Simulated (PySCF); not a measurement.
Sr(28+) (strontium, charge +28): Hartree-Fock from Schrödinger to Dirac-Coulomb-Breit

Occupied: 1s1/2, 2s1/2, 2p1/2, 2p3/2. Hartree-Fock calculated with PySCF 2.14 in an uncontracted even-tempered set (17 s from 3.1 bohr⁻², ratio 2.7; 12 p from 3.7 bohr⁻², ratio 2.7), Gaussian nucleus throughout. NR is non-relativistic, sf-X2C the spin-free one-electron X2C Hamiltonian, X2C adds the bare one-electron spin-orbit term, X2C-SNSO screens it by Boettger's factors, DC is four-component Dirac-Coulomb, and the Gaunt and Breit terms are added at first order (total energies over the DC spinors, levels after relaxing the spinors in that mean field). QED terms are absent. Levels marked empty are virtual spinors of this ion.

```csv
Hamiltonian,E (hartree)
NR,-2570.2522
sf-X2C,-2612.9498
X2C,-2613.1907
X2C-SNSO,-2613.1656
DC,-2613.7173
DC+Gaunt,-2612.0768
DC+Breit,-2612.2180
```

```
   level (eV)        NR    sf-X2C       X2C  X2C-SNSO        DC  DC+Gaunt  DC+Breit
        1s1/2  -17313.6  -17640.0  -17639.6  -17639.6  -17650.1  -17623.0  -17624.6
        2s1/2   -3525.8   -3610.9   -3610.8   -3610.8   -3612.0   -3609.5   -3609.6
        2p1/2   -3341.6   -3368.2   -3420.1   -3417.2   -3417.6   -3413.2   -3413.7
        2p3/2   -3341.6   -3368.2   -3343.7   -3345.0   -3345.8   -3342.7   -3343.1
3s1/2 (empty)   -1360.9   -1385.5   -1385.5   -1385.5   -1385.7   -1385.1   -1385.2
3p1/2 (empty)   -1303.4   -1313.5   -1325.8   -1325.1   -1325.2   -1324.1   -1324.3
3p3/2 (empty)   -1303.4   -1313.5   -1307.7   -1308.0   -1308.1   -1307.4   -1307.6
```

How large are the two-electron picture-change error of X2C and the Breit correction in the total energy?

X2C-1e lies 0.5266 hartree above Dirac-Coulomb; Gaunt adds 1.6405 and the full Breit term 1.4993 hartree.

```
interval (eV)    X2C  X2C-SNSO     DC  DC+Gaunt  DC+Breit
2p3/2 − 2p1/2  76.33     72.21  71.80     70.53     70.53
3p3/2 − 3p1/2  18.12     17.15  17.08     16.76     16.76
```

Weight of the small component: 1s1/2 0.0191, 2s1/2 0.00401, 2p1/2 0.00396, 2p3/2 0.00386, 3s1/2 0.00145, 3p1/2 0.00142, 3p3/2 0.00139.

Koopmans' value for the highest occupied level at DC+Breit: 3343.1 eV, against an ionisation energy of 3344.7 ± 1.9 eV (semi-empirical (NIST evaluation); NIST Atomic Spectra Database, ionization energies); the former lacks relaxation, correlation, QED and recoil.

The whole ladder took 57 s of wall time on 1 thread of Neoverse-V1 (shared host), launched as `OMP_NUM_THREADS=1 python relrun2.py TASK.json OUT` (a driver that calls PySCF for each Hamiltonian).

Dirac-Coulomb iterations, started from the X2C spinors:

```
with_ssss True, with_gaunt False, with_breit False
light speed = 137.03599967994
init E= -2609.73887144835
cycle= 1 E= -2613.71722945917  delta_E= -3.98  |g|= 0.456  |ddm|= 0.0391
cycle= 2 E= -2613.7173295987  delta_E= -0.0001  |g|= 0.00725  |ddm|= 0.00214
cycle= 3 E= -2613.71732985629  delta_E= -2.58e-07  |g|= 0.000392  |ddm|= 0.000151
cycle= 4 E= -2613.71732985708  delta_E= -7.88e-10  |g|= 1.79e-06  |ddm|= 7.13e-06
```
